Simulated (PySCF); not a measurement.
# Rubidium: a sound run and one with changed settings

Sound run: Rb⁺ [Kr], Rb²⁺ [Ar] 3d10 4s2 4p5. Computed with PySCF 2.14 in x2c-TZVPall, with scalar relativity by spin-free X2C-1e. In the sound run the correlated levels freeze [Ar] 3d10 4s2. The sound run starts from symmetry-adapted Hartree-Fock orbitals and uses a fine grid where one is needed.

Changed run: basis STO-3G, all-electron and non-relativistic. This setting is unsound on purpose.

```json
{"species": "Rb⁺", "method": "UHF", "sound run (hartree)": "-2978.97750", "changed run (hartree)": "-2907.64744", "converged": "yes"}
{"species": "Rb⁺", "method": "TPSS", "sound run (hartree)": "-2980.72343", "changed run (hartree)": "-2908.90999", "converged": "yes"}
{"species": "Rb⁺", "method": "LDA", "sound run (hartree)": "-2976.80487", "changed run (hartree)": "-2905.01419", "converged": "yes"}
{"species": "Rb⁺", "method": "MP2", "sound run (hartree)": "-2979.09923", "changed run (hartree)": "-2907.65895", "converged": "yes"}
{"species": "Rb²⁺", "method": "UHF", "sound run (hartree)": "-2978.00539", "changed run (hartree)": "-2906.67963", "converged": "yes"}
{"species": "Rb²⁺", "method": "TPSS", "sound run (hartree)": "-2979.71450", "changed run (hartree)": "-2907.91030", "converged": "yes"}
{"species": "Rb²⁺", "method": "LDA", "sound run (hartree)": "-2975.78772", "changed run (hartree)": "-2904.00744", "converged": "yes"}
{"species": "Rb²⁺", "method": "MP2", "sound run (hartree)": "-2978.08691", "changed run (hartree)": "-2906.68506", "converged": "yes"}
```

Ionisation energy of Rb⁺:

| method | sound run (eV) | changed run (eV) |
| --- | --- | --- |
| UHF | 26.453 | 26.336 |
| TPSS | 27.454 | 27.203 |
| LDA | 27.678 | 27.395 |
| MP2 | 27.547 | 26.501 |
| SCS-MP2 | 27.489 | 26.499 |

A minimal basis cannot let orbitals breathe on ionisation and holds almost no correlation. The Hamiltonian changed with the basis, so the totals do not compare.

For comparison, NIST gives 27.290 eV between the lowest levels.
